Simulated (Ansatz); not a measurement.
Consider the redistribution: `F[Si](F)(Br)[O][InH2]` + `BC(F)F` → `F[CH](F)[InH2]` + `BO[Si](F)(F)Br`.

Calculated with Ansatz (gas phase, PBE0-D4/def2-TZVP geometries, no zero-point term in ΔE). CBS: MP2 limit from def2 TZ/QZ plus the TZ coupled-cluster correction, frozen cores. Functionals use def2-TZVPP. def2 core potentials past Kr. For Br, In outer-core shells are correlated without core-valence functions, which leaves a few kJ/mol of doubt a bond. Scalar relativity is left out up to krypton. Each species was taken in one conformer, which may not be the lowest.

`F[Si](F)(Br)[O][InH2]`:

Cartesian coordinates in Å:
```
F 1.540 1.088 1.917
Si 0.226 0.852 1.075
F -0.975 0.982 2.095
Br 0.052 2.535 -0.341
O 0.241 -0.549 0.348
In -0.268 -1.454 -1.381
H -1.202 -0.433 -2.363
H 0.386 -3.020 -1.350
```

`BC(F)F`:

Z-matrix (Å, degrees):
```
C
F 1 1.364
F 1 1.364 2 107.0
B 1 1.576 2 114.0 3 127.1
H 1 1.107 2 106.9 3 -114.3
H 4 1.191 1 118.9 2 -154.6
H 4 1.191 1 118.9 2 31.1
```

`F[CH](F)[InH2]`:

Z-matrix (Å, degrees):
```
C
F 1 1.371
In 1 2.215 2 109.5
F 1 1.371 2 107.0 3 118.5
H 1 1.095 2 106.6 3 -127.7
H 3 1.723 1 118.8 2 -121.9
H 3 1.718 1 116.9 2 58.2
```

`BO[Si](F)(F)Br`:

Cartesian coordinates in Å:
```
B -0.581 -1.420 0.523
O 0.414 -0.545 0.234
Si 0.592 0.952 -0.341
F 1.371 1.797 0.729
F 1.480 0.878 -1.634
Br -1.292 1.929 -0.808
H -0.262 -2.488 0.953
H -1.722 -1.103 0.345
```

Problem. Is it downhill or uphill in electronic energy at CCSD(T)/CBS, and by how much? (Estimate.)

Solution. Ansatz gave: Downhill: ΔE = -3.7 kcal/mol.

Problem. What do these levels give: LDA (SPW92), r2SCANh-D4, B2PLYP, PBE0, MP2/def2-SVP, MP2/def2-TZVPP? (Best estimate.)

Solution. The calculation gave: LDA (SPW92) -9.0, r2SCANh-D4 -5.3, B2PLYP -5.1, PBE0 -6.0, MP2/def2-SVP -4.5, MP2/def2-TZVPP -4.3 kcal/mol.

Largest T1 diagnostic among the species: 0.014.

In def2-TZVPP, CCSD(T) changes the Hartree–Fock value by −2.7 kcal/mol (the triples alone add −0.4 kcal/mol) and MP2 by −2.1 kcal/mol. At CCSD(T), def2-SVP lies −1.7 kcal/mol from the extrapolated value and def2-TZVPP −1.2 kcal/mol. From BLYP to BHLYP (50 % exact exchange), in def2-TZVPP and without D4, ΔE moves by +2.6 kcal/mol.
